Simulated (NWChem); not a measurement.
BSiH₃ClF; SMILES FB([SiH3])Cl

```xyz
7

B     -0.4116    -0.1403     0.0035
Cl     0.6570    -1.5366    -0.0075
F     -1.7062    -0.3811     0.0018
Si     0.3634     1.7377     0.0034
H     -0.6979     2.7825     0.1238
H      1.1146     1.9470    -1.2736
H      1.3257     1.8743     1.1397
```
Atoms are numbered in this order, from 1.

Level: PBE0/def2-SVP (NWChem), optimised geometry, unscaled harmonic frequencies. 

Question: List the harmonic frequencies with IR intensities, and the thermochemistry.

Answer: 
```json
[
 {"frequency (cm⁻¹)": "48", "IR intensity (km/mol)": "0.1"},
 {"frequency (cm⁻¹)": "159", "IR intensity (km/mol)": "0.7"},
 {"frequency (cm⁻¹)": "326", "IR intensity (km/mol)": "12.0"},
 {"frequency (cm⁻¹)": "337", "IR intensity (km/mol)": "17.9"},
 {"frequency (cm⁻¹)": "486", "IR intensity (km/mol)": "6.3"},
 {"frequency (cm⁻¹)": "566", "IR intensity (km/mol)": "33.3"},
 {"frequency (cm⁻¹)": "616", "IR intensity (km/mol)": "5.8"},
 {"frequency (cm⁻¹)": "863", "IR intensity (km/mol)": "283.5"},
 {"frequency (cm⁻¹)": "928", "IR intensity (km/mol)": "22.8"},
 {"frequency (cm⁻¹)": "935", "IR intensity (km/mol)": "36.4"},
 {"frequency (cm⁻¹)": "965", "IR intensity (km/mol)": "113.9"},
 {"frequency (cm⁻¹)": "1323", "IR intensity (km/mol)": "229.2"},
 {"frequency (cm⁻¹)": "2226", "IR intensity (km/mol)": "37.6"},
 {"frequency (cm⁻¹)": "2233", "IR intensity (km/mol)": "71.6"},
 {"frequency (cm⁻¹)": "2241", "IR intensity (km/mol)": "97.8"}
]
```

| Item | Value |
|---|---|
| zero-point energy | 20.4 kcal/mol |
| thermal correction to the enthalpy at 298.15 K (with zero-point energy) | 24.6 kcal/mol |
| heat capacity Cv | 18.5 cal/(mol K) |
| entropy at 298.15 K and 1 atm (symmetry number 1) | 78.4 cal/(mol K) |
| dipole moment | 0.53 D |

Rigid rotor and harmonic oscillator; modes under 100 cm⁻¹ make the entropy uncertain.
